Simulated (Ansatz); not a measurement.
Reaction (formal hydrolysis of a C–Br bond): `N=C(O)CBr` + H₂O → `N=C(O)CO` + HBr

Computed with Ansatz on PBE0-D4/def2-TZVP structures; ΔE is electronic, products minus reactants. CCSD(T)/CBS is the MP2 limit (def2-TZVPP, def2-QZVPP) plus CCSD(T) − MP2 in def2-TZVPP, frozen cores. This one scheme is used for every species. For Br outer-core shells are correlated without core-valence functions, which leaves a few kJ/mol of doubt a bond. Scalar relativity is left out up to krypton. One conformer a species, not always the lowest.

`N=C(O)CBr`:

Z-matrix (Å, degrees):
```
C
Br 1 1.924
C 1 1.504 2 113.6
H 1 1.089 2 107.5 3 121.6
H 1 1.089 2 107.5 3 -121.6
O 3 1.346 1 108.4 2 179.9
N 3 1.256 1 130.6 2 -0.1
H 6 0.967 3 106.2 1 180.0
H 7 1.016 3 111.3 1 0.0
```

H₂O:

Z-matrix (Å, degrees):
```
O
H 1 0.960
H 1 0.960 2 105.1
```

`N=C(O)CO`:

Z-matrix (Å, degrees):
```
C
O 1 1.402
C 1 1.506 2 113.4
H 1 1.091 2 107.5 3 120.8
H 1 1.101 2 111.5 3 -121.4
H 2 0.962 1 107.7 3 46.7
O 3 1.346 1 110.7 2 -41.6
N 3 1.260 1 129.1 2 140.8
H 7 0.967 3 106.7 1 -179.6
H 8 1.015 3 111.5 1 -3.8
```

HBr:

Z-matrix (Å, degrees):
```
Br
H 1 1.420
```

```csv
species,SCS-MP2/def2-QZVPP energy (Eh)
`N=C(O)CBr`,-2781.28328
H₂O,-76.34808
`N=C(O)CO`,-284.01441
HBr,-2573.60185
```

**Question.** Work out ΔE.

**Answer.** ΔE = (-284.01441) + (-2573.60185) − (-2781.28328) − (-76.34808) = 0.01510 Eh = +0.41 eV. CCSD(T)/CBS gives +0.40 eV.

Largest T1 diagnostic among the species: 0.013.

In def2-TZVPP, CCSD(T) changes the Hartree–Fock value by +0.17 eV (the triples alone add +0.03 eV) and MP2 by +0.28 eV. The D4 term adds +0.05 eV with B3LYP and +0.03 eV with PBE0; it sums over pairs of atoms, weighted by their polarisabilities, and B3LYP, whose exchange is more repulsive, gets the larger term.

B3LYP here is the variant with VWN-RPA as its local correlation; programs differ in this.
